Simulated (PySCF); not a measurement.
Stepwise substitution at one centre (Al Br-CH3). Isolated molecules, 0 K electronic values unless said otherwise. Strings in code marks are SMILES.

Computed with PBE-D3(BJ)/def2-TZVP // B3LYP-D3(BJ)/def2-TZVP (PySCF). Excitations are Tamm–Dancoff values on a coarser integration grid. The basis has no diffuse functions, so Rydberg states are missing or too high.

| species | S1–T1 gap (TDA) (eV) | HOMO (eV) | dipole moment (D) | HOMO–LUMO gap (eV) |
|---|---|---|---|---|
| 0 of 3 Br replaced by CH3 (`[Br][Al]([Br])[Br]`) | (withheld) | -7.36 | (withheld) | 4.92 |
| 1 of 3 Br replaced by CH3 (`[Br][Al]([Br])[CH3]`) | 0.11 | -7.15 | 1.90 | (withheld) |
| 2 of 3 Br replaced by CH3 (`[CH3][Al]([CH3])[Br]`) | 0.19 | -6.52 | 2.13 | 4.95 |
| 3 of 3 Br replaced by CH3 (`[CH3][Al]([CH3])[CH3]`) | 0.28 | (withheld) | 0.00 | 5.11 |

### Question
Fill in the missing entries.

### Answer

- 0 of 3 Br replaced by CH3 (`[Br][Al]([Br])[Br]`), S1–T1 gap (TDA) (eV): 0.24
- 0 of 3 Br replaced by CH3 (`[Br][Al]([Br])[Br]`), dipole moment (D): 0.00
- 1 of 3 Br replaced by CH3 (`[Br][Al]([Br])[CH3]`), HOMO–LUMO gap (eV): 5.23
- 3 of 3 Br replaced by CH3 (`[CH3][Al]([CH3])[CH3]`), HOMO (eV): -6.25
